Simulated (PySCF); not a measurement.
Which level of theory gave which numbers?

Species: C₃H₈BP.
SMILES: `PBC1CC1`

The closed-shell ground state was solved 7 times with PySCF (density fitting, gas phase), always in the pcSseg-2 basis (299 functions), with these functionals: BHandHLYP, CAM-B3LYP, HF, LC-wPBE, LDA, mPW1PW91 and wB97X-D. One conformer (not necessarily the lowest) at the PBE0-D3(BJ)/def2-SVP geometry, without solvent, vibrations or thermal averaging.

```json
{"row": "P", "total energy (Eh)": "-482.7011", "HOMO (eV)": "-6.18", "LUMO (eV)": "-2.31", "dipole (D)": "1.43"}
{"row": "Q", "total energy (Eh)": "-483.7032", "HOMO (eV)": "-9.57", "LUMO (eV)": "2.10", "dipole (D)": "1.59"}
{"row": "R", "total energy (Eh)": "-485.3178", "HOMO (eV)": "-8.95", "LUMO (eV)": "0.60", "dipole (D)": "1.52"}
{"row": "S", "total energy (Eh)": "-485.1687", "HOMO (eV)": "-9.74", "LUMO (eV)": "0.96", "dipole (D)": "1.54"}
{"row": "T", "total energy (Eh)": "-485.2838", "HOMO (eV)": "-8.40", "LUMO (eV)": "-0.13", "dipole (D)": "1.46"}
{"row": "U", "total energy (Eh)": "-485.3519", "HOMO (eV)": "-7.15", "LUMO (eV)": "-1.20", "dipole (D)": "1.48"}
{"row": "V", "total energy (Eh)": "-485.2698", "HOMO (eV)": "-8.08", "LUMO (eV)": "-0.20", "dipole (D)": "1.48"}
```

Task: Which functional belongs to which row?

Result: P = LDA, Q = HF, R = wB97X-D, S = LC-wPBE, T = CAM-B3LYP, U = mPW1PW91, V = BHandHLYP. By rising HOMO–LUMO gap: LDA (LDA) 3.87 eV; mPW1PW91 (global hybrid, 25 % exact exchange) 5.95 eV; BHandHLYP (global hybrid, 50 % exact exchange) 7.88 eV; CAM-B3LYP (range-separated hybrid) 8.27 eV; wB97X-D (range-separated hybrid) 9.55 eV; LC-wPBE (range-separated hybrid) 10.70 eV; HF (all exact exchange) 11.67 eV. Total energies of different functionals aren't bounds to one another; each is stationary for its own functional.

The values belong to the conformer `[PH2:1][BH:2][CH:3]1[CH2:4][CH2:5]1`: P1–B2–C3–C4 -143°, H–P1–B2–C3 -142°, H–P1–B2–C3 -41°.

Note: wB97X-D ran without an empirical dispersion term, which enters the total energy and its gradient alone.
